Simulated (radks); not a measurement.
Spherical jellium clusters: N electrons in a uniform positive sphere of charge N and radius rs N^(1/3), rs = 3.68 bohr. Method: non-relativistic Kohn-Sham, exchange-only LDA, spin-polarised, spherical densities; computed with a radial shooting solver with Libxc functionals. Levels are named by radial order and angular momentum (1s, 1p, 1d, 2s, ...), and open shells are averaged over m.

N = 28, configuration 1s2 1p6 1d10 2s2 1f(up 7, down 0) 2p(up 1, down 0). This is the lowest configuration that the search found. Occupied and some empty levels:

level,occupation,eigenvalue (eV),<r> (bohr)
1s up,1,-5.2753,7.116
1s down,1,-4.7875,6.351
1p up,3,-4.5822,8.216
1p down,3,-3.9155,7.759
1d up,5,-3.6607,9.013
2s up,1,-3.0572,7.230
1d down,5,-2.8814,8.753
1f up,7,-2.5603,9.718
2s down,1,-2.5454,7.457
2p up,1,-1.8142,8.897
1f down,0,-1.7152,9.635
1g up,0,-1.3270,10.47
2p down,0,-1.2662,9.140
2d up,0,-0.68950,11.44
3s up,0,-0.62571,12.30
1g down,0,-0.46573,10.67
3s down,0,-0.24040,14.33
2d down,0,-0.18751,12.90

Energy (eV): total -28.0661, kinetic 56.777, external -2252.3, Hartree 1108.9, exchange-correlation -86.876, background 1145.5.

Electron density:

r (bohr),n(r) (e/bohr^3)
1.27,0.005640
2.63,0.005051
3.99,0.004578
5.35,0.004633
6.71,0.005105
8.06,0.005202
9.43,0.004112
10.8,0.002235
12.1,0.0008472
13.5,0.0002648
14.9,0.00007588
16.2,0.00002100
17.6,5.769e-06
